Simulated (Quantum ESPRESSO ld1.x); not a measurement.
Task: The table gives one normalised radial function P(r) = r R(r) of Eu in [Xe] 4f7 6s2 (r in bohr). All-electron calculation, scalar-relativistic Kohn-Sham, LDA (Slater exchange, Perdew-Zunger correlation), spin-polarised, spherical densities, point nucleus; open shells are filled with parallel spins first (spin-orbit coupling, left out, can overturn this in heavy ions). Program: ld1.x of Quantum ESPRESSO 7.5.

r	P
0.004378	0.0112
0.007019	0.0245
0.01116	0.0508
0.01775	0.0977
0.02824	0.1644
0.04491	0.2142
0.072	0.1457
0.1145	-0.1116
0.1821	-0.3095
0.2896	0.0231
0.4606	0.4637
0.7326	-0.0374
1.175	-0.8333
1.868	-0.7406
2.971	-0.2492
4.725	-0.0298
7.515	-0.0008
12.05	0.0000

Which n and l does it have? It may be an empty orbital.

Result: n = 5, l = 1: the number of nodes gives n - l - 1 = 3, the rise at small r (about r^(l+1), flatter next to the nucleus through relativity) gives l, and the extent must fit the shell. The curve is that of 5p up; the table hardly tells the two spins apart. 5p up: eigenvalue -24.590 eV, 3 radial nodes at r = 0.0965, 0.284, 0.719 bohr, <r> = 1.62 bohr, 90 % of the charge inside 2.39 bohr.
